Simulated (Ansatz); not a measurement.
Input for Ansatz (development build ahead of 0.2.0):

```yaml
crystal:
  periodic: [false, false, false]
  atoms:
    - { symbol: H, position_ang: [1.352, 0.0, 0.0] }
    - { symbol: H, position_ang: [1.09379, 0.79469, 0.0] }
    - { symbol: H, position_ang: [0.41779, 1.28583, 0.0] }
    - { symbol: H, position_ang: [-0.41779, 1.28583, 0.0] }
    - { symbol: H, position_ang: [-1.09379, 0.79469, 0.0] }
    - { symbol: H, position_ang: [-1.352, 0.0, 0.0] }
    - { symbol: H, position_ang: [-1.09379, -0.79469, 0.0] }
    - { symbol: H, position_ang: [-0.41779, -1.28583, 0.0] }
    - { symbol: H, position_ang: [0.41779, -1.28583, 0.0] }
    - { symbol: H, position_ang: [1.09379, -0.79469, 0.0] }
basis:
  gaussian: { orbitals: "6-31G" }
hamiltonian:
  xc: hf
correlation:
  method: mp2
  frozen_orbitals: { H: 0 }
output:
  forces: true
```

The input is written out in the form of the current development build from the run's settings.

The run gave:

```json
{"Converged": "yes", "Reference energy": "-5.30416 hartree", "Correlation energy": "-0.12145 hartree", "Total energy": "-5.42561 hartree"}
```

Forces (eV/Å):
```
atom      Fx      Fy     Fz
  H1   2.061   0.000  0.000
  H2   1.668   1.212  0.000
  H3   0.637   1.960  0.000
  H4  -0.637   1.960  0.000
  H5  -1.668   1.212  0.000
  H6  -2.061   0.000  0.000
  H7  -1.668  -1.212  0.000
  H8  -0.637  -1.960  0.000
  H9   0.637  -1.960  0.000
 H10   1.668  -1.212  0.000
```

Caution: bonds are stretched, where a single reference can fail; stretched shape with no unrestricted run beside it, a lower state can exist.
